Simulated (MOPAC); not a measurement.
Job for MOPAC: AM1 on CH5OSb (SMILES C[O][SbH2]), a point of a bond scan (R = 1.919 Å).

```
AM1 1SCF PRECISE CHARGE=0 THREADS=1
CH5OSb

Sb    -0.39157453 1     0.27290890 1     0.37968144 1
H     -1.52742713 1    -0.68889881 1    -0.50198031 1
H     -0.42292795 1     1.44227964 1    -0.89474065 1
O      1.21630374 1    -0.67902950 1    -0.26409632 1
C      1.33907823 1    -0.99600193 1    -1.63877811 1
H      1.33392210 1     0.57885464 1    -2.73539592 1
H      2.29029061 1    -1.51456926 1    -1.77765726 1
H      0.52933451 1    -1.65283392 1    -1.97851940 1
```

It printed:

```
*******************************************************************************
 **                                                                           **
 **                              MOPAC v23.2.5                                **
 **                                                                           **
 *******************************************************************************
 ** MOPAC's Digital Object Identifier: https://doi.org/10.5281/zenodo.6511958 **
 **                                                                           **
 ** Please cite the open-source release paper for use of this MOPAC version:  **
 ** J. E. Moussa and J. J. P. Stewart (2026)                                  **
 ** MOPAC: An open-source semiempirical molecular orbital program             **
 ** J. Open Source Softw., 11(119), 8025, https://doi.org/10.21105/joss.08025 **
 *******************************************************************************

                              AM1 CALCULATION RESULTS

 *******************************************************************************
 *  AM1        - The AM1 Hamiltonian to be used
 *
 *
 *
 *                 CHARGE ON SYSTEM = 0
 *
 *
 *
 *  PRECISE    - TIGHTER CRITERIA TO BE USED
 *  1SCF       - DO 1 SCF AND THEN STOP
 *  THREADS=1  - MULTI-THREADING NOT USED
 *  T=         - A TIME OF 172800.0 SECONDS REQUESTED
 *  DUMP=N     - RESTART FILE WRITTEN EVERY 7200.0 SECONDS REQUESTED
 *******************************************************************************
AM1 1SCF PRECISE CHARGE=0 THREADS=1
 CH5OSb

   ATOM   CHEMICAL          X               Y               Z
  NUMBER   SYMBOL      (ANGSTROMS)     (ANGSTROMS)     (ANGSTROMS)

     1      Sb         -0.39157453  *   0.27290890  *   0.37968144  *
     2       H         -1.52742713  *  -0.68889881  *  -0.50198031  *
     3       H         -0.42292795  *   1.44227964  *  -0.89474065  *
     4       O          1.21630374  *  -0.67902950  *  -0.26409632  *
     5       C          1.33907823  *  -0.99600193  *  -1.63877811  *
     6       H          1.33392210  *   0.57885464  *  -2.73539592  *
     7       H          2.29029061  *  -1.51456926  *  -1.77765726  *
     8       H          0.52933451  *  -1.65283392  *  -1.97851940  *



          CARTESIAN COORDINATES

    NO.       ATOM           X           Y           Z

     1        Sb         -0.3916      0.2729      0.3797
     2         H         -1.5274     -0.6889     -0.5020
     3         H         -0.4229      1.4423     -0.8947
     4         O          1.2163     -0.6790     -0.2641
     5         C          1.3391     -0.9960     -1.6388
     6         H          1.3339      0.5789     -2.7354
     7         H          2.2903     -1.5146     -1.7777
     8         H          0.5293     -1.6528     -1.9785

  H: (AM1): M.J.S. DEWAR ET AL, J. AM. CHEM. SOC. 107 3902-3909 (1985)
  C: (AM1): M.J.S. DEWAR ET AL, J. AM. CHEM. SOC. 107 3902-3909 (1985)
  O: (AM1): M.J.S. DEWAR ET AL, J. AM. CHEM. SOC. 107 3902-3909 (1985)
 Sb: (AM1): J. J. P. STEWART, J. MOL. MOD., 10, 155-164 (2004)

           Empirical Formula: C H5 O Sb  =     8 atoms



      MOLECULAR POINT GROUP   :   C1


      RHF CALCULATION, NO. OF DOUBLY OCCUPIED LEVELS = 10


 -------------------------------------------------------------------------------
 AM1 1SCF PRECISE CHARGE=0 THREADS=1
 CH5OSb



     1SCF WAS SPECIFIED, SO BFGS WAS NOT USED
     SCF FIELD WAS ACHIEVED


                              AM1 CALCULATION
                                                       MOPAC v23.2.5 Linux




          FINAL HEAT OF FORMATION =         66.19306 KCAL/MOL =     276.95175 KJ/MOL


          COSMO AREA              =        118.09 SQUARE ANGSTROMS
          COSMO VOLUME            =        107.59 CUBIC ANGSTROMS

          IONIZATION POTENTIAL    =          9.005560 EV
          HOMO LUMO ENERGIES (EV) =         -9.006  0.544
          NO. OF FILLED LEVELS    =         10
          MOLECULAR WEIGHT        =        154.7999         POINT GROUP:  C1

          MOLECULAR DIMENSIONS (Angstroms)

            Atom       Atom       Distance
            H     7    H     2     4.10902
            H     3    H     8     2.87470
            H     6    O     4     2.58850


          SCF CALCULATIONS        =          1





   ATOM   CHEMICAL          X               Y               Z
  NUMBER   SYMBOL      (ANGSTROMS)     (ANGSTROMS)     (ANGSTROMS)

     1      Sb         -0.39157453  *   0.27290890  *   0.37968144  *
     2       H         -1.52742713  *  -0.68889881  *  -0.50198031  *
     3       H         -0.42292795  *   1.44227964  *  -0.89474065  *
     4       O          1.21630374  *  -0.67902950  *  -0.26409632  *
     5       C          1.33907823  *  -0.99600193  *  -1.63877811  *
     6       H          1.33392210  *   0.57885464  *  -2.73539592  *
     7       H          2.29029061  *  -1.51456926  *  -1.77765726  *
     8       H          0.52933451  *  -1.65283392  *  -1.97851940  *

                             CARTESIAN COORDINATES

   1   Sb       -0.391574530     0.272908900     0.379681440
   2    H       -1.527427130    -0.688898810    -0.501980310
   3    H       -0.422927950     1.442279640    -0.894740650
   4    O        1.216303740    -0.679029500    -0.264096320
   5    C        1.339078230    -0.996001930    -1.638778110
   6    H        1.333922100     0.578854640    -2.735395920
   7    H        2.290290610    -1.514569260    -1.777657260
   8    H        0.529334510    -1.652833920    -1.978519400


           Empirical Formula: C H5 O Sb  =     8 atoms



      MOLECULAR POINT GROUP   :   C1


                  EIGENVALUES
 -35.98073 -25.42612 -19.31225 -15.49212 -14.88637 -13.73196 -11.28965 -10.77516
  -9.80061  -9.00556   0.54371   0.90987   0.96555   1.26186   4.52643   4.90898
   5.64648


              NET ATOMIC CHARGES AND DIPOLE CONTRIBUTIONS

  ATOM NO.   TYPE          CHARGE      No. of ELECS.   s-Pop       p-Pop
    1         Sb           1.029851        3.9701     1.80617     2.16398
    2          H          -0.293571        1.2936     1.29357
    3          H          -0.280032        1.2800     1.28003
    4          O          -0.546027        6.5460     1.90062     4.64541
    5          C          -0.045279        4.0453     1.31491     2.73037
    6          H          -0.018224        1.0182     1.01822
    7          H           0.095444        0.9046     0.90456
    8          H           0.057839        0.9422     0.94216
 DIPOLE           X         Y         Z       TOTAL
 POINT-CHG.    -1.615     1.175     3.713     4.216
 HYBRID         0.037    -0.838    -3.096     3.207
 SUM           -1.578     0.337     0.618     1.728


          ATOMIC ORBITAL ELECTRON POPULATIONS

     Atom    s        px        py        pz
    1 Sb   1.80617   0.53655   0.64293   0.98450
    2  H   1.29357
    3  H   1.28003
    4  O   1.90062   1.61700   1.78642   1.24199
    5  C   1.31491   0.99268   0.93359   0.80409
    6  H   1.01822
    7  H   0.90456
    8  H   0.94216

 **********************
 *                    *
 * JOB ENDED NORMALLY *
 *                    *
 **********************




 == MOPAC DONE ==
```

The run finished.

Cost: around 0.020 core-seconds (rough).
